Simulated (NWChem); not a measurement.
Species: C4H8; SMILES C1CC1C

Program: NWChem. Medium grid unless said otherwise, to which SCAN and Minnesota functionals are sensitive. Coordinates come from a PBE0/def2-SVP optimisation. Total energies of different functionals are on different scales.

```json
[
 {"level": "PBE/def2-TZVP", "energy (Ha)": "-157.0411", "highest occupied level (eV)": "-6.60", "orbital gap (eV)": "7.32", "dipole (D)": "0.14", "relative time": "1"},
 {"level": "B3LYP/def2-TZVP", "energy (Ha)": "-157.2736", "highest occupied level (eV)": "-7.67", "orbital gap (eV)": "8.86", "dipole (D)": "0.14", "relative time": "1"},
 {"level": "M06-2X/def2-TZVP", "energy (Ha)": "-157.1866", "highest occupied level (eV)": "-9.07", "orbital gap (eV)": "11.24", "dipole (D)": "0.14", "relative time": "1"},
 {"level": "CAM-B3LYP/def2-TZVP", "energy (Ha)": "-157.1702", "highest occupied level (eV)": "-9.28", "orbital gap (eV)": "11.58", "dipole (D)": "0.14", "relative time": "9"},
 {"level": "PBE0/def2-TZVP", "energy (Ha)": "-157.0709", "highest occupied level (eV)": "-7.88", "orbital gap (eV)": "9.42", "dipole (D)": "0.14", "relative time": "1"},
 {"level": "PW6B95/def2-TZVP", "energy (Ha)": "-157.4701", "highest occupied level (eV)": "-7.97", "orbital gap (eV)": "9.44", "dipole (D)": "0.13", "relative time": "1"}
]
```

Times are rough ratios from one shared machine.
